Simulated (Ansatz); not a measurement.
`C[Se][Al]([F])[Cl]` + H₂ → `[F][Al]([Cl])[SeH]` + CH₄  (hydrogenolysis of the Se–C bond)

Calculated with Ansatz (gas phase, PBE0-D4/def2-TZVP geometries, no zero-point term in ΔE). CBS: MP2 limit from def2 TZ/QZ plus the TZ coupled-cluster correction, frozen cores. This one scheme is used for every species. DFT in def2-TZVPP. For Se outer-core shells are correlated without core-valence functions, which leaves a few kJ/mol of doubt a bond. Scalar relativity is left out up to krypton. One conformer a species, not always the lowest.

```
             level  ΔE (kJ/mol)
       LDA (SPW92)        -79.8
         revPBE-D4        -67.6
        r2SCANh-D4        -79.9
          BHLYP-D4        -83.1
      CAM-B3LYP-D4        -84.0
            r2SCAN        -80.3
RPA@PBE/def2-TZVPP        -75.0
     HF/def2-TZVPP        -98.7
```

Question: What does CCSD(T)/CBS give? (Best estimate.)

Answer: The calculation gave: -77.0 kJ/mol. The listed levels differ from it by -2.8, 9.4, -2.9, -6.1, -7.0, -3.3, 2.0, -21.7 kJ/mol.

Largest T1 diagnostic among the species: 0.010.

From PBE to PBE0 (25 % exact exchange), in def2-TZVPP and without D4, ΔE moves by −4.3 kJ/mol. The D4 term adds +10.0 kJ/mol with B3LYP and +5.4 kJ/mol with PBE0; it sums over pairs of atoms, weighted by their polarisabilities, and B3LYP, whose exchange is more repulsive, gets the larger term. At CCSD(T), def2-SVP lies −15.8 kJ/mol from the extrapolated value and def2-TZVPP −1.2 kJ/mol.

B3LYP here is the variant with VWN-RPA as its local correlation; programs differ in this.
